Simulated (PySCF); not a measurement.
Positional isomers: butadiene chloro+silyl. Gas-phase values, no solvent. One relaxed conformer stands for each flexible species; it need not be the lowest. Strings in code marks are SMILES.

The four lowest singlet excitations (Tamm–Dancoff). All values below come from TPSSh-D3(BJ)/def2-TZVP // CAM-B3LYP-D3(BJ)/def2-TZVP (PySCF 2.14.0). Excitations are Tamm–Dancoff values on a coarser integration grid. The basis has no diffuse functions, so Rydberg states are missing or too high.

```json
[
 {"state": "S1", "energy (eV)": "5.50", "wavelength (nm)": "226", "oscillator strength": "0.549"},
 {"state": "S2", "energy (eV)": "5.79", "wavelength (nm)": "214", "oscillator strength": "0.000"},
 {"state": "S3", "energy (eV)": "5.95", "wavelength (nm)": "208", "oscillator strength": "0.331"},
 {"state": "S4", "energy (eV)": "6.31", "wavelength (nm)": "197", "oscillator strength": "0.002"}
]
```

Q: Say which member gives these states.
A) `C=C/C=C(/[SiH3])Cl` (C–C–C–C torsion 180°)
B) `[SiH3]/C=C\C=C/Cl` (C–C–C–C torsion 180°)
C) `C=C/C(Cl)=C/[SiH3]` (C–C–C–Cl torsion 0°)
D) `C=C/C=C(\[SiH3])Cl` (C–C–C–C torsion 180°)

A: C, `C=C/C(Cl)=C/[SiH3]` (C–C–C–Cl torsion 0°)
